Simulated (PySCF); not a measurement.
H3O, charge +1, singlet, at a GFN2-xTB geometry; PySCF with B3LYP/6-311G**.

Here is a job for PySCF.
```python
from pyscf import gto, scf, dft

mol = gto.M(
    atom='''
O     0.070940    0.002888    0.031336
H    -0.025127    0.805022   -0.529842
H     0.027376   -0.824717   -0.498515
H    -0.569771   -0.003407    0.777672
''',
    basis='6-311g**',
    charge=1,
    spin=0,
    verbose=4,
)

mf = dft.RKS(mol)
mf.xc = 'b3lyp'
mf.grids.prune = dft.gen_grid.treutler_prune
mf.kernel()
```

It wrote (shortened):

```
PySCF version 2.14.0

[INPUT] verbose = 4
[INPUT] num. atoms = 4
[INPUT] num. electrons = 10
[INPUT] charge = 1
[INPUT] spin (= nelec alpha-beta = 2S) = 0
[INPUT] symmetry False subgroup None
[INPUT] Mole.unit = angstrom
[INPUT] Symbol           X                Y                Z      unit          X                Y                Z       unit  Magmom
[INPUT]  1 O      0.070940000000   0.002888000000   0.031336000000 AA    0.134057171277   0.005457529048   0.059216457839 Bohr   0.0
[INPUT]  2 H     -0.025127000000   0.805022000000  -0.529842000000 AA   -0.047483148332   1.521271104250  -1.001256269292 Bohr   0.0
[INPUT]  3 H      0.027376000000  -0.824717000000  -0.498515000000 AA    0.051733142386  -1.558489260273  -0.942056818988 Bohr   0.0
[INPUT]  4 H     -0.569771000000  -0.003407000000   0.777672000000 AA   -1.076711143720  -0.006438296906   1.469587094743 Bohr   0.0

nuclear repulsion = 13.8847613792156
number of shells = 20
number of NR pGTOs = 55
number of NR cGTOs = 36
basis = 6-311g**
ecp = {}

******** <class 'pyscf.dft.rks.RKS'> ********
method = RKS
initial guess = minao
damping factor = 0
level_shift factor = 0
DIIS = <class 'pyscf.scf.diis.CDIIS'>
diis_start_cycle = 1
diis_space = 8
diis_damp = 0
SCF conv_tol = 1e-09
SCF conv_tol_grad = None
SCF max_cycles = 50
direct_scf = True
direct_scf_tol = 1e-13
XC library pyscf.dft.libxc version 7.1.2
    S. Lehtola, C. Steigemann, M. J. T. Oliveira, and M. A. L. Marques,  SoftwareX 7, 1–5 (2018)
XC functionals = b3lyp
    P. J. Stephens, F. J. Devlin, C. F. Chabalowski, and M. J. Frisch,  J. Phys. Chem. 98, 11623 (1994)
radial grids:
    Treutler-Ahlrichs [JCP 102, 346 (1995); DOI:10.1063/1.469408] (M4) radial grids

becke partition: Becke, JCP 88, 2547 (1988); DOI:10.1063/1.454033
pruning grids: <function treutler_prune>
grids dens level: 3
symmetrized grids: False
atomic radii adjust function: <function treutler_atomic_radii_adjust>
small_rho_cutoff = 0
Set gradient conv threshold to 3.16228e-05
Initial guess from minao.
tot grids = 37104
init E= -77.0847322927867
  HOMO = -0.480249753666591  LUMO = -0.0404067670615049  gap/eV = 11.96874
cycle= 1 E= -76.7056732313606  delta_E= 0.379  |g|= 0.387  |ddm|= 1.08
  HOMO = -0.670477162520868  LUMO = -0.269147177719503  gap/eV = 10.92075
cycle= 2 E= -76.6978669028427  delta_E= 0.00781  |g|= 0.451  |ddm|= 0.345
  HOMO = -0.755581863545004  LUMO = -0.284128706921386  gap/eV = 12.82889
cycle= 3 E= -76.7294210242756  delta_E= -0.0316  |g|= 0.0472  |ddm|= 0.182
  HOMO = -0.746075270907589  LUMO = -0.278276286371877  gap/eV = 12.72946
cycle= 4 E= -76.7297756247923  delta_E= -0.000355  |g|= 0.00389  |ddm|= 0.0229
  HOMO = -0.745224509924377  LUMO = -0.278012419936395  gap/eV = 12.71349
cycle= 5 E= -76.7297776913715  delta_E= -2.07e-06  |g|= 0.000305  |ddm|= 0.00234
  HOMO = -0.745288807956456  LUMO = -0.27802484035309  gap/eV = 12.71490
cycle= 6 E= -76.7297777066427  delta_E= -1.53e-08  |g|= 6e-06  |ddm|= 0.000146
  HOMO = -0.745289002835456  LUMO = -0.278023977486065  gap/eV = 12.71493
cycle= 7 E= -76.7297777066522  delta_E= -9.46e-12  |g|= 4.72e-07  |ddm|= 7.82e-06
  HOMO = -0.745289038082632  LUMO = -0.278023997622988  gap/eV = 12.71493
Extra cycle  E= -76.7297777066524  delta_E= -1.99e-13  |g|= 1.3e-07  |ddm|= 3.93e-07
converged SCF energy = -76.7297777066524
```
